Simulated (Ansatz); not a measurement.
Relaxation of CH6BNO (10 atoms, charge 0, multiplicity 1), to a largest force component of 0.02 eV/Å in at most 40 steps.

These are results of RHF/def2-SVP in Ansatz, not measurements.

```xyz
10
Properties=species:S:1:pos:R:3:forces:R:3
B 0.000 0.000 0.000 2.01 0.03 0.35
O 0.000 0.000 1.410 -2.71 -1.29 -1.30
H -0.909 -0.281 1.747 2.83 1.18 -0.91
N 1.342 0.000 -0.775 -0.48 0.16 0.52
H 1.809 -0.918 -1.027 -0.85 2.58 0.57
H 1.794 0.918 -1.053 -0.81 -2.59 0.55
C -1.386 0.000 -0.800 0.23 0.03 -0.13
H -1.946 -0.930 -0.571 0.04 0.53 -0.18
H -1.990 0.880 -0.495 0.10 -0.55 -0.19
H -1.184 0.051 -1.890 -0.35 -0.07 0.71
```

Task: Where does it end, and by what steps?

Result: The run converged. After 11 steps the energy has fallen by 1.581 eV; H5 moved furthest, 1.16 Å.

```
step  energy less start (eV)  largest force component (eV/Å)  accepted
   0                  0.0000                           2.829       yes
   1                 -0.4464                           3.542       yes
   2                 -0.6048                           2.875       yes
   3                 -0.8082                           2.140       yes
   4                 -1.0354                           1.467       yes
   5                 -1.2679                           1.084       yes
   6                 -1.4642                           0.952       yes
   7                 -1.5487                           0.274       yes
   8                 -1.5749                           0.263       yes
   9                 -1.5790                           0.278       yes
  10                 -1.5804                           0.068       yes
  11                 -1.5806                           0.006       yes
```

```xyz
10
Properties=species:S:1:pos:R:3
B 0.025 -0.103 -0.048
O 0.053 -0.388 1.291
H -0.795 -0.446 1.697
N 1.263 -0.007 -0.706
H 2.128 -0.136 -0.225
H 1.356 0.196 -1.677
C -1.358 0.111 -0.813
H -2.004 -0.765 -0.698
H -1.901 0.962 -0.391
H -1.237 0.294 -1.882
```

Whether the end is a true minimum wasn't checked by a vibrational analysis.

The run took 12 s on 2 threads of Arm Neoverse V2 (shared host), peak memory 0.14 GiB.
